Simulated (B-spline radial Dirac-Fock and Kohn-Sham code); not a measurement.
Form factor and incoherent scattering function of Eu⁶²⁺

System: europium as Eu⁶²⁺, configuration 1s1.

Model: Dirac-Fock densities. Program: a radial B-spline solver. f₀ is the Fourier transform of the spherical electron density, S the Waller-Hartree incoherent function, and s = sin θ/λ.

```
s (Å⁻¹)     f₀      S
      0  1.000  0.000
   0.08  1.000  0.000
    0.1  1.000  0.000
   0.12  1.000  0.000
   0.15  1.000  0.000
   0.18  1.000  0.000
   0.23  1.000  0.001
   0.28  1.000  0.001
   0.35  0.999  0.001
   0.44  0.999  0.002
   0.55  0.999  0.003
   0.68  0.998  0.004
   0.84  0.997  0.007
   1.05  0.995  0.011
    1.3  0.992  0.016
   1.62  0.987  0.025
   2.01  0.981  0.038
    2.5  0.970  0.059
   3.11  0.955  0.089
   3.87  0.931  0.133
   4.81  0.897  0.196
   5.98  0.847  0.282
   7.43  0.779  0.393
```

f₀ starts at the number of electrons, 1. The sum of ⟨r²⟩ over the electrons is 0.0006605 bohr².

Values without a named source are computed, but for edge energies of neutral atoms, which are taken from tables.
